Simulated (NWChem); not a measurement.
System meant: BHBrF; SMILES FBBr

NWChem input:

```
start job
memory heap 200 mb stack 900 mb global 1100 mb
geometry units angstroms noautoz
  B     -0.561116    -1.060208     0.000000
  H     -1.738446    -1.303835     0.000000
  F      0.316576    -2.032656     0.000000
  Br     0.054262     0.740980     0.000000
end
basis spherical
  B library def2-svp
  H library def2-svp
  F library def2-svp
  Br library def2-svp
end
dft
  xc b3lyp
  iterations 4
  mulliken
end
task dft energy
```

End of the output:

```
    Atom       Charge   Shell Charges
 -----------   ------   -------------------------------------------------------
    1 B    5     5.19   1.96  0.56  0.29  1.32  0.70  0.35
    2 H    1     1.05   0.65  0.36  0.04
    3 F    9     8.93   1.98  0.98  0.70  3.21  2.05  0.01
    4 Br  35    34.83   2.00  2.00  1.96  1.11  0.68  5.99  5.81  2.46  2.79  7.84  2.04  0.16

 center of mass
 --------------
 x =   0.03376943 y =   0.09046140 z =   0.00000000

 moments of inertia (a.u.)
 ------------------
         485.452008383894          -0.000000000000           0.000000000000
          -0.000000000000          30.702887342618           0.000000000000
           0.000000000000           0.000000000000         516.154895726512

     Multipole analysis of the density
     ---------------------------------

     L   x y z        total         alpha         beta         nuclear
     -   - - -        -----         -----         ----         -------
     0   0 0 0     -0.000000    -25.000000    -25.000000     50.000000

     1   1 0 0     -0.218367     -0.109184     -0.109184     -0.000000
     1   0 1 0      0.011085      0.005542      0.005542      0.000000
     1   0 0 1     -0.000000     -0.000000     -0.000000      0.000000

     2   2 0 0    -21.900332    -20.959305    -20.959305     20.018277
     2   1 1 0      1.046007     -1.280174     -1.280174      3.606356
     2   1 0 1      0.000000      0.000000      0.000000      0.000000
     2   0 2 0    -22.149765   -124.805635   -124.805635    227.461505
     2   0 1 1     -0.000000     -0.000000     -0.000000      0.000000
     2   0 0 2    -20.959103    -10.479551    -10.479551      0.000000

 ------------------------------------------------------------------------
 dft energy failed                                                                                  0
 ------------------------------------------------------------------------
 ------------------------------------------------------------------------
  current input line :
    20: task dft energy
 ------------------------------------------------------------------------
 ------------------------------------------------------------------------
 This type of error is most commonly associated with calculations not reaching convergence criteria
 ------------------------------------------------------------------------
 For more information see the NWChem manual at https://nwchemgit.github.io

0:dft energy failed:Received an Error in Communication
```

Task: Find the fault in this run and fix the input.

Result: The run did not converge; its last values are not results. Cause: the SCF was allowed too few iterations. This input runs:
```
start job
memory heap 200 mb stack 900 mb global 1100 mb
geometry units angstroms noautoz
  B     -0.561116    -1.060208     0.000000
  H     -1.738446    -1.303835     0.000000
  F      0.316576    -2.032656     0.000000
  Br     0.054262     0.740980     0.000000
end
basis spherical
  * library def2-svp
end
dft
  xc b3lyp
  iterations 150
  mulliken
end
task dft energy
```
It converges to -2699.15587 Ha (B3LYP/def2-SVP).
